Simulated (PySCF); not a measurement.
Sn(F)2(Br)(OH) (BrF₂HOSn), SMILES [OH][Sn]([F])([F])[Br].

Geometry optimised at B3LYP-D3(BJ)/def2-SVP. The def2 effective core potentials stand for the cores of Sn; spin–orbit coupling is left out. The values are those of a single conformer.

Level of theory: TDDFT-PBE/def2-SVPD run with PySCF 2.14.0.

Vertical excitations. Gas-phase values at a fixed geometry. State labels are in the subgroup Cs.

Q: Give excitation energies, oscillator strengths and character. (Estimate from the structure and the level; the computed values follow.)

A: 
```json
[
 {"state": "S1", "symmetry": "A\"", "energy (eV)": "4.00", "λ (nm)": "310", "f": "0.001", "main pairs": "HOMO→LUMO 99 %"},
 {"state": "S2", "symmetry": "A'", "energy (eV)": "4.07", "λ (nm)": "305", "f": "0.007", "main pairs": "HOMO−1→LUMO 99 %"},
 {"state": "S3", "symmetry": "A\"", "energy (eV)": "4.25", "λ (nm)": "292", "f": "0.014", "main pairs": "HOMO−2→LUMO 98 %"},
 {"state": "S4", "symmetry": "A'", "energy (eV)": "5.28", "λ (nm)": "235", "f": "0.078", "main pairs": "HOMO−3→LUMO 92 %"},
 {"state": "S5", "symmetry": "A\"", "energy (eV)": "5.34", "λ (nm)": "232", "f": "0.012", "main pairs": "HOMO−4→LUMO 96 %"},
 {"state": "S6", "symmetry": "A\"", "energy (eV)": "5.39", "λ (nm)": "230", "f": "0.001", "main pairs": "HOMO−6→LUMO 97 %"},
 {"state": "S7", "symmetry": "A'", "energy (eV)": "5.56", "λ (nm)": "223", "f": "0.044", "main pairs": "HOMO−5→LUMO 82 %"},
 {"state": "S8", "symmetry": "A'", "energy (eV)": "5.99", "λ (nm)": "207", "f": "0.026", "main pairs": "HOMO−7→LUMO 82 %"},
 {"state": "S9", "symmetry": "A'", "energy (eV)": "6.80", "λ (nm)": "182", "f": "0.087", "main pairs": "HOMO−8→LUMO 71 %, HOMO→LUMO+2 12 %"},
 {"state": "S10", "symmetry": "A\"", "energy (eV)": "7.20", "λ (nm)": "172", "f": "0.013", "main pairs": "HOMO−9→LUMO 58 %, HOMO→LUMO+1 34 %"},
 {"state": "T1", "symmetry": "A\"", "energy (eV)": "3.66", "λ (nm)": "339", "f": "0", "main pairs": "HOMO→LUMO 100 %"},
 {"state": "T2", "symmetry": "A'", "energy (eV)": "3.70", "λ (nm)": "335", "f": "0", "main pairs": "HOMO−1→LUMO 100 %"},
 {"state": "T3", "symmetry": "A\"", "energy (eV)": "3.86", "λ (nm)": "321", "f": "0", "main pairs": "HOMO−2→LUMO 100 %"},
 {"state": "T4", "symmetry": "A'", "energy (eV)": "4.50", "λ (nm)": "275", "f": "0", "main pairs": "HOMO−3→LUMO 99 %"}
]
```
Triplets are in the Tamm–Dancoff approximation, which puts them higher than full response would, so one can lie above its singlet here.
